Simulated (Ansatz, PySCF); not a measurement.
Molecule: C$_{2}$H$_{8}$Si (charge 0, singlet). 
Geometry from a B3LYP-D3(BJ)/def2-TZVP (Ansatz, an electronic-structure program) optimisation:
SMILES: C[SiH2]C
```xyz
11

Si     0.0842     0.5358     0.0835
C     -1.6066    -0.2779     0.0432
C      1.4496    -0.7206    -0.1988
H      0.1538     1.5883    -0.9636
H      0.2845     1.1995     1.3982
H     -1.7855    -0.7568    -0.9220
H     -1.6892    -1.0432     0.8180
H     -2.4007     0.4529     0.2074
H      1.4315    -1.4952     0.5709
H      1.3352    -1.2088    -1.1691
H      2.4330    -0.2473    -0.1754
```
Charge 0, spin multiplicity 1.

PBE beside other levels, property by property. Correlated levels leave the core frozen unless marked. Open shells are spin-unrestricted. Spin-orbit coupling is left out. No relativistic terms. Basis-set limits of correlation are two-point, X^-3; Hartree-Fock from the larger set (for Q and 5 zeta extrapolated as (X+1)exp(-9√X)). The bracket is a focal-point correction in the basis named. Rows marked 298 K are enthalpies with B3LYP-D3(BJ) harmonic zero-point and thermal terms. Atomisation energies are electronic, to ground-state atoms; the column to compare with has the core term from cc-pwCVTZ added, other frozen-core levels have none. Vertical energies are electronic, to the SCF solution reached for that spin. Frequencies are from Ansatz or PySCF. Anions need diffuse functions, of which def2-TZVPD holds fewer than the aug- sets. The coupled-cluster column (Ansatz) is a level with limits of its own: (a) RI-MP2/CBS(aug-cc-pV(T+d)Z,aug-cc-pV(Q+d)Z)+[CCSD(T)-MP2]/aug-cc-pV(T+d)Z; (b) RI-MP2/CBS(cc-pV(T+d)Z,cc-pV(Q+d)Z)+[CCSD(T)-MP2]/cc-pV(T+d)Z; (c) CCSD(T)/CBS(aug-cc-pV(T+d)Z,aug-cc-pV(Q+d)Z); (d) CCSD(T)/CBS(cc-pV(Q+d)Z,cc-pV(5+d)Z).

| property | PBE/def2-TZVPD (Ansatz) | SVWN5/def2-TZVPD (Ansatz) | wB97X-V/def2-TZVPD (Ansatz) | RI-MP2/CBS(aug-cc-pV(T+d)Z,aug-cc-pV(Q+d)Z) (Ansatz) | coupled cluster |
|---|---|---|---|---|---|
| C-H bond dissociation enthalpy, 298 K, to [CH2][SiH2]C + H atom (kcal/mol) | 97.9 | 110.6 | 100.7 | 101.8 | 101.3 (d) |
| H-Si bond dissociation enthalpy, 298 K, to C[SiH]C + H atom (kcal/mol) | 87.1 | 96.7 | 93.7 | 91.8 | 93.7 (d) |
| deprotonation enthalpy (H-Si bond), 298 K, to C[SiH-]C + H+ (kcal/mol) | 380.3 | 373.0 | 387.9 | 384.8 | 384.7 (a) |
| deprotonation enthalpy (C-H bond), 298 K, to [CH2-][SiH2]C + H+ (kcal/mol) | 388.2 | 380.4 | 394.7 | 389.1 | 391.4 (c) |
| atomisation energy (kcal/mol) | 929.6 | 1032.8 | 934.4 | 932.8 | 934.3 (d) |
| C-Si bond dissociation enthalpy, 298 K, to C[SiH2] + [CH3] (CH3) (kcal/mol) | 85.6 | 101.1 | 91.3 | 93.4 | 90.6 (b) |
| vertical triplet-singlet gap (eV) | 7.34 | 7.27 | 8.29 | 8.27 | 8.00 (c) |

As the rows show:
- C-H bond dissociation enthalpy, 298 K, to [CH2][SiH2]C + H atom: PBE lies 3.4 kcal/mol below coupled cluster.
- H-Si bond dissociation enthalpy, 298 K, to C[SiH]C + H atom: PBE lies 6.6 kcal/mol below coupled cluster.
- deprotonation enthalpy (H-Si bond), 298 K, to C[SiH-]C + H+: PBE lies 4.4 kcal/mol below coupled cluster.
- deprotonation enthalpy (C-H bond), 298 K, to [CH2-][SiH2]C + H+: PBE lies 3.2 kcal/mol below coupled cluster.
- atomisation energy: PBE lies 4.7 kcal/mol below coupled cluster.
- C-Si bond dissociation enthalpy, 298 K, to C[SiH2] + [CH3] (CH3): PBE lies 5.0 kcal/mol below coupled cluster.
- vertical triplet-singlet gap: PBE lies 0.66 eV below coupled cluster.
